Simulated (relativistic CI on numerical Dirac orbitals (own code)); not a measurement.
Radial parameters of Hf15+

Method of calculation: Dirac-Coulomb-Breit CI, separate exchange-only KLI orbitals for each configuration, model QED (radiative potential, 1s self-energy scaled to tabulated hydrogen-like ionisation energies), unscaled Slater integrals (own radial code, finite nucleus).

Slater integrals F^k, G^k are unscaled and averaged over j, outside the closed core [Ar] 3d10; ζ comes from projecting the Hamiltonian with its Breit term on Σ l·s of the shell.

- 4s2 4p6 4d10 4f11: F^2(4f,4f) = 178300, F^4(4f,4f) = 113990, F^6(4f,4f) = 82637, ζ(4f) = 4362.1 cm⁻¹; <r>(4f) = 0.5621, <r^2>(4f) = 0.3746 (bohr units).
- 4s2 4p6 4d10 4f9 5s2: F^2(4f,4f) = 184290, F^4(4f,4f) = 118090, F^6(4f,4f) = 85696, ζ(4f) = 4678.5 cm⁻¹; <r>(4f) = 0.547, <r^2>(4f) = 0.3537 (bohr units).
- 4s2 4p6 4d10 4f10 5p: F^2(4f,4f) = 181460, F^4(4f,4f) = 116150, F^6(4f,4f) = 84254, ζ(4f) = 4555.2, F^2(4f,5p) = 78661, G^2(4f,5p) = 29514, G^4(4f,5p) = 25880, ζ(5p) = 75446 cm⁻¹; <r>(4f) = 0.5541, <r^2>(4f) = 0.3635, <r>(5p) = 1.042, <r^2>(5p) = 1.212 (bohr units).

Averages of the first 10 configurations, taken without configuration mixing, which lowers the lowest level and can move excited configurations by several eV; other configurations of the list can lie among them:

```tsv
Configuration	Parity	States	Average energy above the lowest level (eV)
4s2 4p6 4d10 4f11	odd	364	22.1
4s2 4p6 4d10 4f9 5s2	odd	2002	13.6
4s2 4p6 4d10 4f10 5p	odd	6006	57.4
4s2 4p6 4d10 4f10 5d	even	10010	115.8
4s2 4p6 4d9 4f12	even	910	229.8
4s2 4p6 4d10 4f10 6s	even	2002	164.8
4s2 4p6 4d10 4f10 6p	odd	6006	183.7
4s 4p6 4d10 4f12	even	182	554.9
4s2 4p4 4d10 4f13	odd	210	813.4
4s2 4p5 4d9 4f13	even	840	624.9
```
